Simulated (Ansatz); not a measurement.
Ansatz (a first-principles code) job for Zr(OH)3(H) (H4O3Zr), SMILES [ZrH]([OH])([OH])[OH], multiplicity 1, PBE-D3(BJ)/def2-SVP. 

Ansatz 0.2 input:
```yaml
crystal:
  periodic: [false, false, false]
  atoms:
    - {symbol: Zr, position_ang: [-0.00000000, -0.00000000, -0.18738798]}
    - {symbol: O, position_ang: [-1.61173291, 0.93053443, 0.31151969]}
    - {symbol: H, position_ang: [-2.37358209, 1.37038825, 0.69265565]}
    - {symbol: O, position_ang: [1.61173291, 0.93053443, 0.31151969]}
    - {symbol: H, position_ang: [2.37358209, 1.37038827, 0.69265565]}
    - {symbol: O, position_ang: [0.00000000, -1.86106886, 0.31151969]}
    - {symbol: H, position_ang: [0.00000001, -2.74077651, 0.69265566]}
    - {symbol: H, position_ang: [0.00000000, -0.00000001, -2.05892044]}
basis:
  gaussian:
    orbitals: def2-SVP
hamiltonian:
  xc: pbe
  dispersion: d3bj
relax: {f_tol: 0.002, max_steps: 200}
```

Output:

```
WARN ansatz: RAYON_NUM_THREADS=1 ignored (pool sized by the plan → 1); use --threads N
Functional definition: PBE
integrals: 0.03 GiB planned
939 factors; their error is unknown
mean field: 0.22 GiB planned
mean field evaluation 1: about -7463.1434 eV, gradient 1.0e2 eV
mean field evaluation 2: about -7299.6935 eV, gradient 2.8e2 eV
mean field evaluation 4: about -7480.0282 eV, gradient 1.5e1 eV
mean field evaluation 8: about -7480.6433 eV, gradient 2.5e-1 eV
mean field evaluation 16: about -7480.6216 eV, gradient 7.1e-5 eV
mean field -7480.62157934 eV, -274.9077724934 hartree, gradient 1.2e-5 eV, S^2 0.000000; 0 other end points of the search recorded, 0 dependent functions left out
the calculation of the forces begins
reference -7480.62165914 eV, -274.9077754260 hartree; 20, 20 occupied and 73, 73 virtual orbitals, 939 factors
relax step   1: F+E_penalty+E_count = -7480.73848992 eV  Δ(F+E_penalty+E_count) = +0.000e0 eV  max|allowed force component| = 3.542e-1 eV/Å  Δτ_max = 0.0000 Å  (29 SCF iters, accepted)
these checks for a lower state are left out or cut short: starts, cluster_reference, orbital_swaps, neighbouring_geometries, increment
integrals: 0.03 GiB planned
939 factors; their error is unknown
mean field: 0.22 GiB planned
mean field -7480.62597474 eV, -274.9079340214 hartree, gradient 2.2e-5 eV, S^2 0.000000; 0 other end points of the search recorded, 0 dependent functions left out
the calculation of the forces begins
reference -7480.62605458 eV, -274.9079369554 hartree; 20, 20 occupied and 73, 73 virtual orbitals, 939 factors
relax step   2: F+E_penalty+E_count = -7480.74264072 eV  Δ(F+E_penalty+E_count) = -4.151e-3 eV  max|allowed force component| = 1.088e-1 eV/Å  Δτ_max = 0.0096 Å  (31 SCF iters, accepted)
these checks for a lower state are left out or cut short: starts, cluster_reference, orbital_swaps, neighbouring_geometries, increment
integrals: 0.03 GiB planned
939 factors; their error is unknown
mean field: 0.22 GiB planned
mean field evaluation 32: about -7480.6269 eV, gradient 6.7e-4 eV
mean field -7480.62689900 eV, -274.9079679871 hartree, gradient 2.2e-5 eV, S^2 0.000000; 0 other end points of the search recorded, 0 dependent functions left out
the calculation of the forces begins
reference -7480.62697878 eV, -274.9079709192 hartree; 20, 20 occupied and 73, 73 virtual orbitals, 939 factors
relax step   3: F+E_penalty+E_count = -7480.74362041 eV  Δ(F+E_penalty+E_count) = -9.797e-4 eV  max|allowed force component| = 2.173e-2 eV/Å  Δτ_max = 0.0075 Å  (30 SCF iters, accepted)
these checks for a lower state are left out or cut short: starts, cluster_reference, orbital_swaps, neighbouring_geometries, increment
integrals: 0.03 GiB planned
939 factors; their error is unknown
mean field: 0.22 GiB planned
mean field -7480.62712431 eV, -274.9079762671 hartree, gradient 2.2e-5 eV, S^2 0.000000; 0 other end points of the search recorded, 0 dependent functions left out
the calculation of the forces begins
reference -7480.62720413 eV, -274.9079792005 hartree; 20, 20 occupied and 73, 73 virtual orbitals, 939 factors
relax step   4: F+E_penalty+E_count = -7480.74380266 eV  Δ(F+E_penalty+E_count) = -1.823e-4 eV  max|allowed force component| = 2.586e-2 eV/Å  Δτ_max = 0.0046 Å  (31 SCF iters, accepted)
these checks for a lower state are left out or cut short: starts, cluster_reference, orbital_swaps, neighbouring_geometries, increment
integrals: 0.03 GiB planned
939 factors; their error is unknown
mean field: 0.22 GiB planned
mean field -7480.62731225 eV, -274.9079831738 hartree, gradient 2.2e-5 eV, S^2 0.000000; 0 other end points of the search recorded, 0 dependent functions left out
the calculation of the forces begins
reference -7480.62739205 eV, -274.9079861063 hartree; 20, 20 occupied and 73, 73 virtual orbitals, 939 factors
relax step   5: F+E_penalty+E_count = -7480.74406316 eV  Δ(F+E_penalty+E_count) = -2.605e-4 eV  max|allowed force component| = 2.085e-2 eV/Å  Δτ_max = 0.0079 Å  (31 SCF iters, accepted)
these checks for a lower state are left out or cut short: starts, cluster_reference, orbital_swaps, neighbouring_geometries, increment
integrals: 0.03 GiB planned
939 factors; their error is unknown
mean field: 0.22 GiB planned
mean field -7480.62755248 eV, -274.9079920022 hartree, gradient 2.2e-5 eV, S^2 0.000000; 0 other end points of the search recorded, 0 dependent functions left out
the calculation of the forces begins
reference -7480.62763222 eV, -274.9079949327 hartree; 20, 20 occupied and 73, 73 virtual orbitals, 939 factors
relax step   6: F+E_penalty+E_count = -7480.74434964 eV  Δ(F+E_penalty+E_count) = -2.865e-4 eV  max|allowed force component| = 2.586e-2 eV/Å  Δτ_max = 0.0160 Å  (29 SCF iters, accepted)
these checks for a lower state are left out or cut short: starts, cluster_reference, orbital_swaps, neighbouring_geometries, increment
integrals: 0.03 GiB planned
939 factors; their error is unknown
mean field: 0.22 GiB planned
mean field evaluation 64: about -7480.6276 eV, gradient 6.8e-4 eV
mean field -7480.62759109 eV, -274.9079934210 hartree, gradient 2.2e-5 eV, S^2 0.000000; 0 other end points of the search recorded, 0 dependent functions left out
the calculation of the forces begins
reference -7480.62767082 eV, -274.9079963512 hartree; 20, 20 occupied and 73, 73 virtual orbitals, 939 factors
relax step   7: F+E_penalty+E_count = -7480.74438773 eV  Δ(F+E_penalty+E_count) = -3.809e-5 eV  max|allowed force component| = 4.663e-4 eV/Å  Δτ_max = 0.0043 Å  (31 SCF iters, accepted)
integrals: 0.03 GiB planned
939 factors; their error is unknown
mean field: 0.22 GiB planned
mean field -7480.62759109 eV, -274.9079934210 hartree, gradient 2.3e-5 eV, S^2 0.000000; 1 other end points of the search recorded, 0 dependent functions left out
the calculation of the forces begins
reference -7480.62767082 eV, -274.9079963512 hartree; 20, 20 occupied and 73, 73 virtual orbitals, 939 factors
Total energy: -7480.74446747 eV, -274.9122885487 hartree
Atom 0 at     0.000030    -0.000017    -0.200411 Å, force    -0.000006     0.000003    -0.000233 eV/Å
Atom 1 at    -1.613478     0.931542     0.296470 Å, force    -0.000073     0.000042    -0.000089 eV/Å
Atom 2 at    -2.366237     1.366148     0.718491 Å, force     0.000277    -0.000160     0.000309 eV/Å
Atom 3 at     1.613522     0.931589     0.296449 Å, force     0.000075     0.000059    -0.000082 eV/Å
Atom 4 at     2.366249     1.366262     0.718458 Å, force    -0.000264    -0.000169     0.000322 eV/Å
Atom 5 at    -0.000019    -1.863146     0.296449 Å, force    -0.000013    -0.000095    -0.000082 eV/Å
Atom 6 at    -0.000093    -2.732363     0.718458 Å, force     0.000015     0.000313     0.000322 eV/Å
Atom 7 at     0.000026    -0.000015    -2.078148 Å, force    -0.000012     0.000007    -0.000466 eV/Å
Dipole moment:    -0.000023     0.000013     0.750649 e Å
```

Self-consistency was reached.
